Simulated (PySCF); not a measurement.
# Two-photon absorption: 5-methyl-1-hexanol (SMILES OCCCCC(C)C)

Molfile (atoms numbered from 1):
```
C7H16O
     RDKit          3D

 24 23  0  0  0  0  0  0  0  0999 V2000
   -2.5382    0.8366   -0.7121 C   0  0  0  0  0  0  0  0  0  0  0  0
   -2.0949   -0.0996    0.4076 C   0  0  0  0  0  0  0  0  0  0  0  0
   -3.1322   -1.1927    0.6397 C   0  0  0  0  0  0  0  0  0  0  0  0
   -0.7182   -0.7140    0.1454 C   0  0  0  0  0  0  0  0  0  0  0  0
    0.4318    0.2787    0.0490 C   0  0  0  0  0  0  0  0  0  0  0  0
    1.7892   -0.3873   -0.1192 C   0  0  0  0  0  0  0  0  0  0  0  0
    2.9400    0.5982   -0.2328 C   0  0  0  0  0  0  0  0  0  0  0  0
    4.1935   -0.0223   -0.3263 O   0  0  0  0  0  0  0  0  0  0  0  0
   -2.5807    0.3005   -1.6755 H   0  0  0  0  0  0  0  0  0  0  0  0
   -1.8567    1.6914   -0.8352 H   0  0  0  0  0  0  0  0  0  0  0  0
   -3.5425    1.2426   -0.5148 H   0  0  0  0  0  0  0  0  0  0  0  0
   -2.0185    0.4967    1.3367 H   0  0  0  0  0  0  0  0  0  0  0  0
   -2.8412   -1.8553    1.4697 H   0  0  0  0  0  0  0  0  0  0  0  0
   -4.1196   -0.7677    0.8779 H   0  0  0  0  0  0  0  0  0  0  0  0
   -3.2491   -1.8194   -0.2604 H   0  0  0  0  0  0  0  0  0  0  0  0
   -0.7656   -1.3120   -0.7844 H   0  0  0  0  0  0  0  0  0  0  0  0
   -0.4957   -1.4356    0.9514 H   0  0  0  0  0  0  0  0  0  0  0  0
    0.2628    0.9707   -0.7941 H   0  0  0  0  0  0  0  0  0  0  0  0
    0.4445    0.9091    0.9569 H   0  0  0  0  0  0  0  0  0  0  0  0
    1.9932   -1.0640    0.7284 H   0  0  0  0  0  0  0  0  0  0  0  0
    1.7735   -1.0263   -1.0228 H   0  0  0  0  0  0  0  0  0  0  0  0
    2.9749    1.2309    0.6694 H   0  0  0  0  0  0  0  0  0  0  0  0
    2.7559    1.2858   -1.0852 H   0  0  0  0  0  0  0  0  0  0  0  0
    4.1869   -0.5825   -1.1092 H   0  0  0  0  0  0  0  0  0  0  0  0
  1  2  1  0
  2  3  1  0
  2  4  1  0
  4  5  1  0
  5  6  1  0
  6  7  1  0
  7  8  1  0
  1  9  1  0
  1 10  1  0
  1 11  1  0
  2 12  1  0
  3 13  1  0
  3 14  1  0
  3 15  1  0
  4 16  1  0
  4 17  1  0
  5 18  1  0
  5 19  1  0
  6 20  1  0
  6 21  1  0
  7 22  1  0
  7 23  1  0
  8 24  1  0
M  END
```

Theory: TDDFT CAM-B3LYP/aug-cc-pVDZ excited states, vertical, gas phase (PySCF). Geometry: PBE0-D3(BJ)/def2-SVP.

(1) How strongly do the lowest singlets absorb one photon, and two photons of half the energy?

## Answers

(1) δ for parallel linear polarisation; σ at the peak of a Lorentzian of half width 0.1 eV, single beam; Ω is circular over linear.
```
state  E (eV)      f  photon λ (nm)  δ (au)  σ (GM)     Ω                                  main
   S1    6.54  0.006            379    24.4    0.38  1.31      HOMO→LUMO 0.43, HOMO→LUMO+1 0.30
   S2    7.45  0.017            333    40.1    0.82  0.34    HOMO→LUMO+2 0.38, HOMO→LUMO+4 0.15
   S3    7.69  0.026            322    8.74    0.19  0.98    HOMO→LUMO+3 0.45, HOMO→LUMO+6 0.14
   S4    7.74  0.003            320    35.3    0.78  0.35      HOMO→LUMO 0.20, HOMO→LUMO+6 0.17
   S5    7.99  0.007            310    39.3    0.92  1.43  HOMO−1→LUMO 0.33, HOMO−1→LUMO+1 0.12
   S6    8.16  0.016            304    47.6    1.16  1.26  HOMO−1→LUMO+1 0.24, HOMO→LUMO+1 0.15
```

Among these, the strongest one-photon state is S3, the strongest two-photon state S6, with a dipole change of 8.4 D (relaxed, norm of the difference vector).
